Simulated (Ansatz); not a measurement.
`[F][GeH2][GaH2]` + `C[SeH]` → `C[Se][GaH2]` + `[F][GeH3]` at 500 K and 1 bar (cleavage of the Ga–Ge bond).

Calculated with Ansatz (gas phase, PBE0-D4/def2-TZVP geometries, no zero-point term in ΔE). CBS: MP2 limit from def2 TZ/QZ plus the TZ coupled-cluster correction, frozen cores. For Ga, Ge, Se outer-core shells are correlated without core-valence functions, which leaves a few kJ/mol of doubt a bond. Scalar relativity is left out up to krypton.

```
          species  CCSD(T)/CBS energy (Eh)  H − E (kJ/mol)  S (J/(mol·K))
`[F][GeH2][GaH2]`              -4102.26260           120.9          390.2
         `C[SeH]`              -2441.15625           142.1          299.3
    `C[Se][GaH2]`              -4365.72567           173.7          387.2
      `[F][GeH3]`              -2177.72589            90.4          283.2
```

H − E and S are ideal-gas, rigid-rotor, harmonic terms from PBE0-D4/def2-TZVP. 1 Eh = 2625.50 kJ/mol, R = 8.31446 J/(mol·K).

Task: By hand: ΔE, ΔH, ΔS and ΔG.

Result: ΔE = (-4365.72567) + (-2177.72589) − (-4102.26260) − (-2441.15625) = -0.03271 Eh = -85.9 kJ/mol. Δ(H − E) = 173.7 + 90.4 − 120.9 − 142.1 = 1.1, so ΔH = -84.8 kJ/mol. ΔS = 387.2 + 283.2 − 390.2 − 299.3 = -19.1 J/(mol·K). ΔG = -84.8 − 500 × (-19.1)/1000 = -75.2 kJ/mol.

Task: By hand: the equilibrium constant, and the temperature at which ΔG would vanish if ΔH and ΔS stayed fixed.

Result: log₁₀ K = −ΔG/(RT ln 10) = 7.9. ΔG = 0 at ΔH/ΔS = 4440 K, far beyond where these terms or the molecules hold.

ΔH outweighs TΔS. A doubt of 5 kJ/mol in ΔE shifts log₁₀ K by 0.5 here. These are equilibria of isolated gas molecules and say nothing of rates. Largest T1 diagnostic: 0.013 (customary marks: 0.02 for closed shells, 0.045 for open ones).
